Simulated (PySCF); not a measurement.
This PySCF input asks for the NMR shieldings of `InChI=1S/C6H12S.Al.FH.2H/c1-3-4-5-6-7-2;;;;/h5-6H,3-4H2,1-2H3;;1H;;/q;+1;;;/p-1/b6-5+;;;;`; the geometry comes from GFN2-xTB.

```python
import basis_set_exchange as bse
import numpy as np
from pyscf import gto, dft
from pyscf.prop import nmr

atoms = """
C     1.574997    1.244839    2.432298
C     2.109477    1.533300    1.035448
C     1.828555    0.377493    0.069527
C     0.366154    0.213357   -0.172042
C    -0.302089   -0.915059   -0.007978
S    -2.055432   -1.035498   -0.252547
C    -2.108266   -2.489369   -1.343087
Al   -2.147489    0.542090   -2.166404
F    -3.557993   -0.023916   -2.823806
H     1.774167    2.082955    3.095537
H     0.501202    1.074711    2.403440
H     2.050854    0.358795    2.846967
H     3.187550    1.699012    1.085280
H     1.649075    2.443939    0.647893
H     2.251762   -0.547971    0.464713
H     2.309150    0.594799   -0.888384
H    -0.164692    1.099665   -0.503878
H     0.151651   -1.835096    0.329275
H    -1.572156   -3.306623   -0.870617
H    -3.154574   -2.750819   -1.469968
H    -1.665894   -2.238098   -2.307991
H    -2.182675    1.877332   -1.391145
H    -0.848087    0.027146   -2.843334
"""
names = dict.fromkeys(["C", "S", "Al", "F", "H"], "pcSseg-1")
basis = {el: gto.basis.parse(bse.get_basis(n, elements=[el], fmt="nwchem")) for el, n in names.items()}
mol = gto.M(atom=atoms, basis=basis, charge=0, verbose=0)
mf = dft.RKS(mol, xc="PBE0")
mf.grids.level = 2
mf.grids.alignment = dft.numint.BLKSIZE   # the property module wants whole blocks of grid points
mf.conv_tol = 1e-9
mf.kernel()

calc = nmr.RKS(mf)   # GIAO
C = mf.mo_coeff
Co = C[:, mf.mo_occ > 0]
resp = mf.gen_response(singlet=True, hermi=2)
def vind(x):   # induced exchange potential for any number of trial vectors
    d = np.einsum("pi,xij,qj->xpq", C, 2 * x.reshape(-1, C.shape[1], Co.shape[1]), Co, optimize=True)
    return np.einsum("xpq,pi,qj->xij", resp(d - d.transpose(0, 2, 1)), C, Co, optimize=True).ravel()
mo1, _ = nmr.rhf.solve_mo1(calc, with_cphf=vind)
sigma = calc.kernel(mo1)
for i, s in enumerate(sigma):   # ppm
    print("%2d %-2s %9.2f" % (i, mol.atom_pure_symbol(i), np.trace(s) / 3))
```

Task: Give the expected output.

Result: 
```
 0 C     171.53
 1 C     161.96
 2 C     146.84
 3 C      31.99
 4 C      60.77
 5 S     555.01
 6 C     161.48
 7 Al    426.58
 8 F     373.20
 9 H      30.58
10 H      30.73
11 H      31.15
12 H      30.08
13 H      30.29
14 H      29.85
15 H      28.96
16 H      24.94
17 H      26.37
18 H      29.61
19 H      29.34
20 H      28.60
21 H      27.18
22 H      27.61
```

These numbers come from an equivalent density-fitted implementation of the same equations, which agrees with the script to about 0.01 ppm for H and up to a few tenths of a ppm for heavy atoms, so last digits may differ.

Size and cost of the density-fitted run: 237 basis functions, 110 s wall time on 1 thread of an Arm Neoverse N1, shared host; peak memory 1.1 GiB.
